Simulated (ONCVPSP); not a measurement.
# germanium (Ge), ONCV: configuration errors across variants

ONCVPSP 4.0.1 input, shortened (lines: element, Z, core and valence counts, functional; n l f; lmax; l rc ep ncon nbas qcut; lloc lpopt rc5 dvloc0; l nproj debl; icmod fcfact rcfact), PBE, scalar-relativistic:

```
  Ge 32.00    5    3        4      upf
    1    0    2.00
    2    0    2.00
    2    1    6.00
    3    0    2.00
    3    1    6.00
    3    2   10.00
    4    0    2.00
    4    1    1.00
    2
    0    1.45    0.00    4    8    5.20
    1    2.20    0.00    5    8    4.10
    2    1.25    0.00    5   10   13.50
    4    4    1.05    0.00
    0    1    0.60
    1    2    1.60
    2    2    1.10
    3    2.25    1.15
```

In the d channel the program set the typed energies aside and used -1.408, 0.250 Ha.

All-electron excitation energies from the reference (eV): (1) 3d10 4s2 4p0 15.439; (2) 3d10 4s1 4p0 50.231; (3) 3d10 4s1 4p2 8.717.

2 further variants failed, have other tests or too few solved ones, and are left out.

A true bound ghost makes a file unfit for plane-wave use even where its test errors are small: the radial tests pick states by their node count and pass the ghost by.

Errors AE − PS in meV (a dash: test not solved or not reliable):

```csv
change,(1),(2),(3),bound ghosts,GHOST(+) flags above zero
base,+15,+150,+3.5,s,none
s: qcut 3.8; p: qcut 3; d: qcut 9.9,+18,+168,+5.2,s,none
s: qcut 4.5; p: qcut 3.5; d: qcut 11.6,+16,+152,+4.4,s,none
s: qcut 4.8; p: qcut 3.8; d: qcut 12.5,+16,+150,+3.9,s,none
s: qcut 5.4; p: qcut 4.2; d: qcut 14,+16,+151,+3.4,s,none
s: qcut 5.9; p: qcut 4.7; d: qcut 15.4,+16,+158,+3.0,s,none
s: qcut 6.4; p: qcut 5.1; d: qcut 16.7,+17,+168,+2.9,s,none
```

**Question.** Give the same row for: s: qcut 3.4; p: qcut 2.7; d: qcut 8.9.

**Answer.** +19, +180, +5.6; bound ghosts: s; GHOST(+) flags above zero: none.
